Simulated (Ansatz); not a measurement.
Mulliken charges of CH₃F₃SZr, SMILES `C[S][Zr]([F])([F])[F]` from PBE/def2-TZVPP in Ansatz (PBE0-D4/def2-TZVP geometry).

```tsv
atom	x (Å)	y (Å)	z (Å)	charge (e)
C1	0.154	-1.306	0.785	-0.208
S2	1.421	-0.648	-0.358	-0.274
Zr3	-0.021	1.229	-0.807	1.120
F4	-1.669	0.570	-1.487	-0.337
F5	0.819	2.387	-2.047	-0.332
F6	-0.379	2.118	0.834	-0.337
H7	-0.167	-2.283	0.430	0.131
H8	0.587	-1.387	1.780	0.131
H9	-0.744	-0.680	0.871	0.108
```

By hand: the dipole of these point charges (1 e Å = 4.8032 D).

Σ q r = (-0.052, -0.427, 0.314) e Å, of length 0.533 e Å = 2.56 D.

How does the dipole of the full density compare? (Estimate.)

Computed: (-0.076, -0.271, 0.223) e Å, 1.72 D; the point charges give 1.49 times that, at 7° from its direction.

Point charges leave out the atoms' own dipoles, such as those of lone pairs, and Mulliken's split depends on the basis, so the two needn't agree.
